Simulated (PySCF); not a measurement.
OS₂, SMILES [O-][S+]=S.

The structure is a stationary point at PBE0-D3(BJ)/def2-TZVP.

These are TDDFT-ωB97X/def2-SVPD (PySCF) values and carry that method's errors.

Vertical excitations. Isolated molecule, no solvent. State labels are in the subgroup Cs.

Computed lowest excited states:
```tsv
state	symmetry	energy (eV)	λ (nm)	f	main pairs
S1	A"	2.40	516	0.000	HOMO→LUMO 100 %
S2	A"	3.01	412	0.000	HOMO−2→LUMO 100 %
S3	A'	4.46	278	0.089	HOMO−1→LUMO 90 %
S4	A'	6.75	184	0.001	HOMO→LUMO+1 76 %
S5	A"	7.26	171	0.000	HOMO−1→LUMO+1 57 %, HOMO−1→LUMO+2 18 %
S6	A"	7.35	169	0.001	HOMO−4→LUMO 51 %, HOMO−5→LUMO 43 %
S7	A'	7.36	169	0.008	HOMO→LUMO+2 38 %, HOMO−2→LUMO+1 22 %, HOMO−2→LUMO+2 15 %
S8	A"	7.64	162	0.001	HOMO−5→LUMO 52 %, HOMO−4→LUMO 45 %
S9	A'	7.89	157	0.066	HOMO−2→LUMO+2 42 %, HOMO→LUMO+2 23 %, HOMO→LUMO+3 15 %
S10	A"	8.00	155	0.002	HOMO−1→LUMO+2 57 %, HOMO−1→LUMO+1 18 %, HOMO−1→LUMO+7 9 %
T1	A"	1.87	663	0	HOMO→LUMO 94 %
T2	A'	2.19	567	0	HOMO−1→LUMO 99 %
T3	A"	2.49	498	0	HOMO−2→LUMO 94 %
T4	A'	5.95	208	0	HOMO→LUMO+1 67 %
```
Triplets are in the Tamm–Dancoff approximation, which puts them higher than full response would, so one can lie above its singlet here.
